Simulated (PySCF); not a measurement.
# Excitation energy of Ba by level of theory

Ba [Xe] 6s2 (1S) → Ba [Xe] 5d2 (3F), as a difference of total energies. All numbers are calculated (PySCF 2.14, the spin-free X2C one-electron Hamiltonian (Gaussian nucleus), in x2c-TZVPPall (11s7p6d2f1g, 85 functions)). Correlated levels: valence: [Xe] frozen. The calculations carry no spin-orbit coupling.

| method | excitation energy (eV) |
| --- | --- |
| UHF | 2.364 |
| MP2 (valence) | 2.729 |
| SCS-MP2 (valence) | 2.887 |
| CCSD (valence) | 2.837 |

How much does correlation contribute at MP2 (valence)?

2.729 − (2.364) = 0.365 eV, measured against UHF.

A first-order spin-orbit estimate (lowest level to lowest level, LS coupling) adds -0.061 eV.

With two correlated electrons CCSD is exact in that space.
